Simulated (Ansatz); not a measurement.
Computed with Ansatz on PBE0-D4/def2-TZVP structures; ΔE is electronic, products minus reactants. CCSD(T)/CBS adds triple-zeta CCSD(T) − MP2 to the extrapolated MP2 energy (def2 sets, frozen cores). DFT in def2-TZVPP. HSE06 is defined as in plane-wave codes. def2 core potentials past Kr. For In outer-core shells are correlated without core-valence functions, which leaves a few kJ/mol of doubt a bond. Each species was taken in one conformer, which may not be the lowest.

Reaction (substitution at a C–N bond): `C[N](C)[In]([Cl])[Cl]` + `CN[SiH]([SiH3])Cl` → `CN(C)[SiH]([SiH3])Cl` + `C[NH][In]([Cl])[Cl]`

```tsv
level	ΔE (kJ/mol)
BLYP-D4	-1.1
ωB97M-V	-1.3
PBE	-0.1
PBE0	-0.5
HSE06	-0.4
LC-ωPBE	-1.0
CCSD(T)/def2-SVP	1.8
CCSD(T)/def2-TZVPP	0.0
```

Problem. What does CCSD(T)/CBS give? (Estimate.)

Solution. Ansatz gave: +1.2 kJ/mol. The listed levels differ from it by -2.3, -2.5, -1.3, -1.7, -1.6, -2.2, 0.6, -1.2 kJ/mol.

Largest T1 diagnostic among the species: 0.014.

Leaving LDA and LC-ωPBE aside and taking each functional with its dispersion term where it has one, the values, not all of them listed here, spread over 3.1 kJ/mol, from revPBE-D4 to B97M-V.
